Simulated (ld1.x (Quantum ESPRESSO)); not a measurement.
**Transferability test, TM potential for copper (Cu)**

copper, norm-conserving Troullier–Martins (Kleinman–Bylander form), made with ld1.x (Quantum ESPRESSO) 7.5 (LDA (PZ), non-relativistic). Core [Ne] 3s2, reference 3p6 3d10 4s1 4p0. Waves: 4s (bound): rc 2.50 bohr; 3p (bound): rc 0.95 bohr; 3d (bound): rc 1.40 bohr. Local part: all-electron potential smoothed inside 0.90 bohr (lloc = -2). Core correction: none.

Energies are relative to the spin-unpolarised reference configuration 3p6 3d10 4s1 4p0; without spin polarisation the order of configurations can differ from experiment. Spin-polarised rows fill each open shell by Hund’s rule, majority spin first.

(1) Give the all-electron excitation energy and the error of the potential for: 3p6 3d10 4s0 4p0; 3p6 3d9 4s0 4p0; 3p6 3d8 4s0 4p0; 3p6 3d7 4s0 4p0; 3p6 3d9 4s1 4p1; 3p6 3d9 4s1 4p0; 3p6 3d10 4s0.5 4p0; 3p6 3d10 4s1 4p0 (spin-polarised); 3p6 3d9 4s0 4p0 (spin-polarised).

Levels in the configuration 3p6 3d10 4s0 4p0:

```csv
level,all-electron (eV),pseudo (eV)
3p,-79.632,-79.579
3d,-14.099,-14.099
```

Note: ghost state, extra bound levels that the all-electron valence spectrum of the same l lacks: s at -59.5 eV. A true bound ghost makes a file unfit for plane-wave use.

Results:

(1)

| valence configuration | charge | ΔE all-electron (eV) | error AE − PS (meV) |
| --- | --- | --- | --- |
| 3p6 3d10 4s0 4p0 | +1 | 8.191 | -5.9 |
| 3p6 3d9 4s0 4p0 | +2 | 30.029 | -14 |
| 3p6 3d8 4s0 4p0 | +3 | 69.659 | -30 |
| 3p6 3d7 4s0 4p0 | +4 | 130.063 | +22 |
| 3p6 3d9 4s1 4p1 | 0 | 7.176 | -4.3 |
| 3p6 3d9 4s1 4p0 | +1 | 12.137 | -8.4 |
| 3p6 3d10 4s0.5 4p0 | +0.5 | 3.198 | -1.0 |
| 3p6 3d10 4s1 4p0 (spin-polarised) | 0 | -0.183 | -0.2 |
| 3p6 3d9 4s0 4p0 (spin-polarised) | +2 | 29.786 | +27 |
